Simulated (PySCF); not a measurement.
TiF4, SMILES [F][Ti]([F])([F])[F], multiplicity 1. Atoms are numbered in the order given.

```xyz
5

Ti     0.0000     0.0000     0.0000
F     -1.0070     1.0070    -1.0070
F      1.0070     1.0070     1.0070
F      1.0070    -1.0070    -1.0070
F     -1.0070    -1.0070     1.0070
```

Geometry: PBE-D3(BJ)/def2-SVP. The spin state was assumed, not searched. The isomer is the one that the SMILES or the coordinates give; other isomers of the formula were not compared.

Method: PBE-D3(BJ)/def2-SVP run with PySCF 2.14.0.

Frequencies are harmonic and unscaled.

Modes within 1.5 cm⁻¹ of each other (mostly degenerate sets) share a row, with their intensities summed.

```tsv
mode	ν (cm⁻¹)	IR (km/mol)	moving atoms (share of kinetic energy)
1–2	190	0.0	F 100 %
3–5	214	47.1	F 77 %, Ti 23 %
6	710	0.0	F 100 %
7–9	810	546.3	F 62 %, Ti 38 %
```
